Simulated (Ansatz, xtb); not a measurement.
## A geometry optimisation of GeNO2− with r2SCAN-D4/def2-SVPD

The starting geometry of this gas-phase singlet has its atoms placed at random.

```yaml
atoms:
  - { symbol: Ge, position_ang: [0.2296, -1.3173, 0.0422] }
  - { symbol: N, position_ang: [-0.6724, -0.8871, 1.4286] }
  - { symbol: O, position_ang: [-1.3518, -1.1627, -0.6223] }
  - { symbol: O, position_ang: [0.8184, 1.1270, -0.0940] }
```

Task: One run relaxed it with r2SCAN-D4/def2-SVPD. What is a likely outcome?

Result: It ends as a structure given below by its coordinates. Contacts that close: Ge1–O4 (2.52 → 1.67 Å).

The energy falls by 5.17 eV over 12 steps:

```
step  E − E(last) (eV)
   1             5.171
   2             3.947
   3             2.582
   5             1.315
   6             0.274
   7             0.032
   8             0.009
  10             0.000
  11             0.000
  12             0.000
```

Final geometry (Å):

```xyz
4

Ge    0.0486   -0.3352    0.2469
N    -0.8938   -1.3464    1.3299
O    -1.3051   -1.2798   -0.4395
O     1.1742    0.7214   -0.3827
```

From the same start GFN2-xTB ends elsewhere, differing in Ge1–O3 (2.82 against 1.79 Å here), N2–O3 (1.27 against 1.82 Å here).

From so rough a start the end depends on the optimiser's path, so another program may land elsewhere. The end wasn't checked by frequencies. Run with Ansatz 0.2.0, 25 s on 1 thread of Intel(R) Xeon(R) 6975P-C (Granite Rapids), with other jobs on the host.
